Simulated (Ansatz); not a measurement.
Mulliken charges of Cl₂HOSi, SMILES `[O][SiH](Cl)Cl` radical from PBE/def2-TZVPP in Ansatz (PBE0-D4/def2-TZVP geometry).

| atom | x (Å) | y (Å) | z (Å) | charge (e) |
| --- | --- | --- | --- | --- |
| O1 | 0.092 | -0.719 | 1.517 | -0.251 |
| Si2 | 0.084 | -0.040 | 0.015 | 0.600 |
| Cl3 | -0.524 | 1.895 | 0.061 | -0.164 |
| Cl4 | -1.112 | -1.056 | -1.270 | -0.164 |
| H5 | 1.509 | -0.153 | -0.364 | -0.020 |

By hand: the dipole of these point charges (1 e Å = 4.8032 D).

Σ q r = (0.265, 0.022, -0.166) e Å, of length 0.313 e Å = 1.50 D.

How does the dipole of the full density compare? (Best estimate.)

Ansatz gave: (0.137, 0.074, -0.224) e Å, 1.31 D; the point charges give 1.15 times that, at 29° from its direction.

Point charges leave out the atoms' own dipoles, such as those of lone pairs, and Mulliken's split depends on the basis, so the two needn't agree.
